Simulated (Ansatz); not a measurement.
Stepwise reaction of `[F][Al]([SH])[SH]` with hydrogen, as a gas-phase model of exchange steps in deposition or etching. ΔE in kJ/mol; ΔG adds harmonic PBE0-D4 terms to CCSD(T)/CBS, at 1 bar.

Calculated with Ansatz (gas phase, PBE0-D4/def2-TZVP geometries, no zero-point term in ΔE). CCSD(T)/CBS adds triple-zeta CCSD(T) − MP2 to the extrapolated MP2 energy (def2 sets, frozen cores). This one scheme is used for every species. Functionals use def2-TZVPP. B3LYP here is the variant with VWN-RPA as its local correlation; programs differ in this. Each species was taken in one conformer, which may not be the lowest.

```
step                                 reaction  PBE-D4  B3LYP-D4  ωB97M-V  CCSD(T)/CBS  ΔG(500 K)
   2  `[F][AlH][SH]` + H₂ → `[F][AlH2]` + H₂S   101.5      95.7     96.2         99.5       90.4
```

Give the row of step 1, `[F][Al]([SH])[SH]` + H₂ → `[F][AlH][SH]` + H₂S. (Estimate.)

The calculation gave: 
```tsv
step	reaction	PBE-D4	B3LYP-D4	ωB97M-V	CCSD(T)/CBS	ΔG(500 K)
1	`[F][Al]([SH])[SH]` + H₂ → `[F][AlH][SH]` + H₂S	92.7	88.3	87.8	91.3	78.1
```

By hand: ΔE of the 2 steps together at CCSD(T)/CBS.

(91.3) + (99.5) = 190.8 kJ/mol, or 95.4 kJ/mol a step.

In ΔE each step is higher than the one before. All are uphill at CCSD(T)/CBS. ΔG lies between 78.1 and 90.4 kJ/mol a step. PBE-D4 differs from CCSD(T)/CBS by 1.4 to 2.0 kJ/mol a step. Isolated molecules leave out the surface, adducts and barriers. Largest T1 diagnostic: 0.012.
